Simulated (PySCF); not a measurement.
Te(NH2)(GeH3) (GeH₅NTe), SMILES N[Te][GeH3].

Geometry optimised at PBE-D3(BJ)/def2-SVP. This is a generated structure with no PubChem entry under its InChIKey; it may be hypothetical. The def2 effective core potentials stand for the cores of Te; spin–orbit coupling is left out. Other conformers were not sampled.

Computed with TDA-PBE0/def2-SVPD in PySCF 2.14.0.

Vertical excitations. Isolated molecule, no solvent. State labels are in the subgroup Cs.

Question: Give excitation energies, oscillator strengths and character. (An estimate is asked for; the answer gives what the named calculation found.)

Answer: 
```tsv
state	symmetry	energy (eV)	λ (nm)	f	main pairs
S1	A"	3.30	376	0.002	HOMO→LUMO 99 %
S2	A"	4.49	276	0.007	HOMO→LUMO+1 98 %
S3	A'	4.52	275	0.037	HOMO−1→LUMO 94 %
S4	A"	5.40	229	0.055	HOMO→LUMO+2 98 %
S5	A'	5.75	215	0.123	HOMO−1→LUMO+1 83 %
S6	A"	6.08	204	0.001	HOMO→LUMO+3 98 %
S7	A'	6.21	200	0.044	HOMO→LUMO+4 34 %, HOMO→LUMO+5 24 %, HOMO−2→LUMO 23 %, HOMO−1→LUMO+2 10 %
S8	A'	6.31	196	0.071	HOMO→LUMO+4 63 %, HOMO−2→LUMO 17 %, HOMO→LUMO+5 16 %
S9	A"	6.39	194	0.002	HOMO→LUMO+6 88 %
S10	A'	6.46	192	0.013	HOMO−1→LUMO+2 79 %, HOMO−2→LUMO 14 %
T1	A"	2.70	459	0	HOMO→LUMO 97 %
T2	A'	3.61	344	0	HOMO−1→LUMO 94 %
T3	A"	3.90	318	0	HOMO→LUMO+1 96 %
T4	A'	4.84	256	0	HOMO−1→LUMO+1 78 %, HOMO−2→LUMO 14 %
```
Triplets are in the Tamm–Dancoff approximation.
